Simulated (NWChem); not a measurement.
## Plane-wave run on MgH2 (space group P4_2/mnm)

```
CELL_PARAMETERS angstrom
      4.47669     0.00000     0.00000
      0.00000     4.47669     0.00000
      0.00000     0.00000     2.99254
ATOMIC_POSITIONS crystal
  Mg 0.50000 0.50000 0.50000
  Mg 0.00000 0.00000 0.00000
  H  0.69557 0.69557 0.00000
  H  0.30443 0.30443 0.00000
  H  0.80443 0.19557 0.50000
  H  0.19557 0.80443 0.50000
```

Program: NWChem. Origin of the cell: Materials Project cell, not relaxed here.

Norm-conserving pseudopotentials with valence charges Mg 2, H 1, fixed occupations, no spin-orbit coupling, density cut at twice the wavefunction cutoff.

Level: LDA (Vosko), default library, cutoff 35 Ha, density from a 4×4×4 mesh. Bands run along Γ–X–M–Γ–Z–R–A–Z with k in units of the cell's reciprocal vectors.

What gap does the band structure show, and how wide is the group of occupied bands?

It shows an indirect gap along this path of 3.44 eV from (0.00, 0.25, 0.00) to (0.40, 0.40, 0.50) (smallest direct gap on this path 4.33 eV). The 4 occupied bands reach 6.7 eV below the valence-band top.
